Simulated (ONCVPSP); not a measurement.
## Before and after: ONCV potential for chlorine (Cl)

| Property | Result |
| --- | --- |
| Element | chlorine (Cl) |
| Generator | ONCVPSP 4.0.1 |
| Type | optimised norm-conserving Vanderbilt (ONCV) |
| Functional | LDA (Perdew-Wang 92) |
| Relativity | scalar-relativistic |
| Frozen core | [He] |
| Valence charge | 15 |
| Reference configuration | 2s2 2p6 3s2 3p5 |
| Partial waves | 2s+3s: rc 0.80 bohr, ncon 4, nbas 7, qcut 18.4 1/bohr, 2 projectors; 2p+3p: rc 0.65 bohr, ncon 4, nbas 8, qcut 25.2 1/bohr, 2 projectors |
| Local potential | polynomial inside 0.55 bohr (lpopt 5, dvloc0 0 Ha) |
| Core correction | polynomial model core, fcfact 0.2 |

Change: s: rc 1.02.

Cutoffs: the cutoffs (Ha) at which the residual kinetic energy of the hardest occupied pseudo-wave falls to 1 and 0.1 mHa per electron; they do not see the model core or the augmentation charge, which bear on the density cutoff. Errors are all-electron minus pseudo energies relative to the spin-unpolarised reference configuration.

**Question.** How do hardness, ghosts and transferability respond?

**Answer.** The potential gets neither clearly harder nor softer (222 Ha and 252 Ha → 222 Ha and 252 Ha); the p channel sets the loose cutoff, while the largest relative change is in s, which becomes softer; of the 4 tests that both files solve, the error grows in 1 and shrinks in 0 by more than 15 % and 0.3 meV (median size 2.7 → 2.9 meV); neither file shows a bound ghost.

| quantity | base | changed |
| --- | --- | --- |
| cutoff, loose | 222 Ha | 222 Ha |
| cutoff, tight | 252 Ha | 252 Ha |
| loose cutoff by channel | s 75 Ha, p 222 Ha | s 53 Ha, p 222 Ha |
| bound ghosts | none | none |
| GHOST(+) flags under 300 eV | none | none |
| error for 2s2 2p6 3s2 3p4, meV [ΔE 13.97 eV] | +1.3 | +1.3 |
| error for 2s2 2p6 3s2 3p3, meV [ΔE 39.50 eV] | +4.1 | +4.2 |
| error for 2s2 2p6 3s2 3p2, meV [ΔE 77.89 eV] | +10 | +11 |
| error for 2s2 2p6 3s1 3p5, meV [ΔE 26.57 eV] | -0.2 | -1.6 |
| p: phases at 0.66 bohr within 0.05 rad from the reference energy up to (Ha; the scan ends near 5) | to the end of the scan | to the end of the scan |
| rms error of d²Exc/dni dnj with the model core, mHa | 2.21 | 2.24 |
